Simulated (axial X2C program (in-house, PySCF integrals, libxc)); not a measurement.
Ω levels of FAgF⁺ from open-shell CI on d8 s0

Computed with an axial X2C code built on PySCF integrals: two-component X2C with atomic mean-field Coulomb and Gaunt terms, basis F dyall-v3z, Ag dyall-v3z (cores contracted in-house). Orbitals come from Hartree–Fock averaged over the configuration Ag d8 s0; CI then distributes these electrons over the d, s shells of Ag.

F–Ag–F held linear, both bonds 1.830 Å (near the minimum of the configuration average).

Active spinors (ω > 0):

```tsv
shell	ω	ε (eV)	character
d	3/2	-27.46	100% Ag d
d	5/2	-26.96	100% Ag d
d	1/2	-23.35	61% Ag d, 38% F p
d	3/2	-23.28	63% Ag d, 36% F p
d	1/2	-21.95	57% Ag d, 28% F p, 15% Ag s
s	1/2	-5.39	72% Ag s, 15% Ag d, 8% F p
```

Lowest levels of this model:

```json
{"Ω": "0", "energy (cm⁻¹)": "0", "g∥": "0.00", "configuration": "100% d8"}
{"Ω": "2", "energy (cm⁻¹)": "5064", "g∥": "5.94", "configuration": "100% d8"}
{"Ω": "1", "energy (cm⁻¹)": "5680", "g∥": "2.00", "configuration": "100% d8"}
{"Ω": "0", "energy (cm⁻¹)": "7089", "g∥": "0.00", "configuration": "100% d8"}
{"Ω": "0", "energy (cm⁻¹)": "7325", "g∥": "0.00", "configuration": "100% d8"}
{"Ω": "1", "energy (cm⁻¹)": "11530", "g∥": "1.98", "configuration": "100% d8"}
{"Ω": "3", "energy (cm⁻¹)": "12593", "g∥": "7.99", "configuration": "100% d8"}
{"Ω": "2", "energy (cm⁻¹)": "14370", "g∥": "4.04", "configuration": "100% d8"}
{"Ω": "1", "energy (cm⁻¹)": "16654", "g∥": "0.49", "configuration": "100% d8"}
{"Ω": "0", "energy (cm⁻¹)": "17754", "g∥": "0.00", "configuration": "100% d8"}
{"Ω": "1", "energy (cm⁻¹)": "18315", "g∥": "3.51", "configuration": "100% d8"}
{"Ω": "4", "energy (cm⁻¹)": "21511", "g∥": "10.00", "configuration": "100% d8"}
{"Ω": "2", "energy (cm⁻¹)": "23648", "g∥": "3.17", "configuration": "100% d8"}
{"Ω": "3", "energy (cm⁻¹)": "23748", "g∥": "6.01", "configuration": "100% d8"}
```

g∥ is the magnitude of 2⟨Lz + ge Sz⟩ for the +Ω component.

This point took 2.1 s on 1 thread of Arm Neoverse N1, on a shared host.

Dynamic correlation is missing, so gaps between terms are too wide and other configurations may lie lower; the lowest level listed is that of this model, not necessarily the ground state. For d shells the ligand-field splittings (σ, π, δ) and their order can be off by a thousand cm⁻¹ or more. At most 4 roots were kept for each Ω > 0 (twice that for Ω = 0) within 3.2 eV of the lowest, so higher up levels can be missing between those listed; levels with Ω > 0 are doubly degenerate and listed once, Ω = 0 levels singly. The open spinors mix strongly with ligand orbitals, which this small active space describes poorly. States that fill the shells left empty in the average are placed too high. The molecule was held linear; bending was not examined.
